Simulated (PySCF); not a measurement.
## GaBr⁺: one state, many levels of theory

State: ²Σ⁺ (doublet), unpaired electrons σ ↑. Set-up: basis Ga def2-TZVPPD, Br def2-TZVPPD; no relativity; PySCF 2.14. De refers to Ga⁺ + Br in their high-spin ground configurations, without counterpoise correction. The functionals are run spin-unrestricted. A positive dipole points towards Br; it is taken about the centre of mass and depends on that origin.

```json
{"Level": "UHF", "Re (Å)": "2.239", "ωe (cm⁻¹)": "302", "De (eV)": "0.277", "μ (D)": "-5.11", "CPU s a point (SCF and correlation, without the integrals)": "3.9"}
{"Level": "UHF-MP2", "Re (Å)": "2.209", "ωe (cm⁻¹)": "343", "De (eV)": "0.99", "μ (D)": "n/a", "CPU s a point (SCF and correlation, without the integrals)": "6.9"}
{"Level": "UHF-SCS-MP2", "Re (Å)": "2.224", "ωe (cm⁻¹)": "328", "De (eV)": "0.74", "μ (D)": "n/a", "CPU s a point (SCF and correlation, without the integrals)": "n/a"}
{"Level": "PBE", "Re (Å)": "2.273", "ωe (cm⁻¹)": "277", "De (eV)": "1.00", "μ (D)": "-4.03", "CPU s a point (SCF and correlation, without the integrals)": "2.3"}
{"Level": "BP86", "Re (Å)": "2.276", "ωe (cm⁻¹)": "273", "De (eV)": "0.94", "μ (D)": "-4.03", "CPU s a point (SCF and correlation, without the integrals)": "1.6"}
{"Level": "r²SCAN", "Re (Å)": "2.229", "ωe (cm⁻¹)": "310", "De (eV)": "1.14", "μ (D)": "-4.16", "CPU s a point (SCF and correlation, without the integrals)": "3"}
{"Level": "M06-L", "Re (Å)": "2.284", "ωe (cm⁻¹)": "242", "De (eV)": "0.73", "μ (D)": "-4.03", "CPU s a point (SCF and correlation, without the integrals)": "3"}
{"Level": "r²SCANh", "Re (Å)": "2.225", "ωe (cm⁻¹)": "312", "De (eV)": "1.10", "μ (D)": "-4.25", "CPU s a point (SCF and correlation, without the integrals)": "5.3"}
{"Level": "PBE0", "Re (Å)": "2.245", "ωe (cm⁻¹)": "294", "De (eV)": "0.93", "μ (D)": "-4.30", "CPU s a point (SCF and correlation, without the integrals)": "6.7"}
{"Level": "r²SCAN0", "Re (Å)": "2.220", "ωe (cm⁻¹)": "315", "De (eV)": "1.03", "μ (D)": "-4.38", "CPU s a point (SCF and correlation, without the integrals)": "5.2"}
{"Level": "M06-2X", "Re (Å)": "2.263", "ωe (cm⁻¹)": "293", "De (eV)": "0.79", "μ (D)": "-4.45", "CPU s a point (SCF and correlation, without the integrals)": "5.4"}
{"Level": "CAM-B3LYP", "Re (Å)": "2.257", "ωe (cm⁻¹)": "274", "De (eV)": "0.65", "μ (D)": "-4.33", "CPU s a point (SCF and correlation, without the integrals)": "11"}
```

The bond length runs from 2.209 Å (UHF-MP2) to 2.284 Å (M06-L). De spans 0.28 eV (UHF, mean field) to 1.14 eV (r²SCAN, meta-GGA).

Correlated steps freeze 18 core orbitals. Spin–orbit coupling is left out. For an ion De counts to the pair picked by the measured ionisation energies or electron affinities, which need not be the lowest pair at this level. The state is the lowest determinant that a PBE0 search found; another state may lie lower at other levels.

The whole job (state search and all levels along the bond) took about 7.3 min on 2 threads of AMD EPYC 7R43 64-Core (shared host), peak memory 5.2 GiB.
